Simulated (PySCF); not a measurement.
A ladder of Hamiltonians for Dy⁶²⁺ (dysprosium, charge +62)

Occupied: 1s1/2, 2s1/2. Hartree-Fock calculated with PySCF 2.14 in an even-tempered Gaussian basis (19 s from 15 bohr⁻², ratio 2.3; 15 p from 17 bohr⁻², ratio 2.3), Gaussian nucleus throughout. NR is non-relativistic, sf-X2C the spin-free one-electron X2C Hamiltonian, X2C adds the bare one-electron spin-orbit term, X2C-SNSO screens it by Boettger's factors, DC is four-component Dirac-Coulomb, and the Gaunt and Breit terms are added at first order (total energies over the DC spinors, levels after relaxing the spinors in that mean field). QED terms are absent. Levels marked empty are virtual spinors of this ion.

```json
{"level (eV)": "1s1/2", "NR": "-57446.8", "sf-X2C": "-61089.7", "X2C": "-61089.7", "X2C-SNSO": "-61089.7"}
{"level (eV)": "2s1/2", "NR": "-13844.2", "sf-X2C": "-14954.7", "X2C": "-14954.7", "X2C-SNSO": "-14954.7"}
{"level (eV)": "2p1/2 (empty)", "NR": "-13469.4", "sf-X2C": "-13887.1", "X2C": "-14531.7", "X2C-SNSO": "-14509.4"}
{"level (eV)": "2p3/2 (empty)", "NR": "-13469.4", "sf-X2C": "-13887.1", "X2C": "-13619.8", "X2C-SNSO": "-13627.5"}
{"level (eV)": "3s1/2 (empty)", "NR": "-5960.1", "sf-X2C": "-6334.2", "X2C": "-6334.2", "X2C-SNSO": "-6334.2"}
```

Where do the four-component calculations put these levels?

1s1/2: DC -61150.0, DC+Gaunt -61028.7, DC+Breit -61030.1; 2s1/2: DC -14961.8, DC+Gaunt -14947.4, DC+Breit -14948.8; 2p1/2 (empty): DC -14516.8, DC+Gaunt -14490.4, DC+Breit -14494.0; 2p3/2 (empty): DC -13628.9, DC+Gaunt -13614.5, DC+Breit -13618.1; 3s1/2 (empty): DC -6336.1, DC+Gaunt -6332.1, DC+Breit -6332.7 (eV).

| Hamiltonian | E (hartree) | E − E(DC) (hartree) | CPU seconds |
| --- | --- | --- | --- |
| NR | -5341.8544 | 365.2901 | 0.57 |
| sf-X2C | -5704.6369 | 2.5076 | 0.34 |
| X2C | -5704.6369 | 2.5076 | 0.34 |
| X2C-SNSO | -5704.6369 | 2.5076 | 0.34 |
| DC | -5707.1445 | 0.0000 | 7.4 |
| DC+Gaunt | -5702.0914 | 5.0531 | 13 |
| DC+Breit | -5702.1991 | 4.9454 | 100 |

Weight of the small component: 1s1/2 0.0611, 2s1/2 0.0148, 2p1/2 0.0146, 2p3/2 0.0137, 3s1/2 0.00624.

Koopmans' value for the highest occupied level at DC+Breit: 14948.8 eV, against an ionisation energy of 14936 ± 15 eV (theoretical estimate listed by NIST; NIST Atomic Spectra Database, ionization energies); the former lacks relaxation, correlation, QED and recoil.

The whole ladder took 120 s of wall time on 1 thread of Neoverse-N1 (shared host), launched as `OMP_NUM_THREADS=1 python relrun2.py TASK.json OUT` (a driver that calls PySCF for each Hamiltonian).
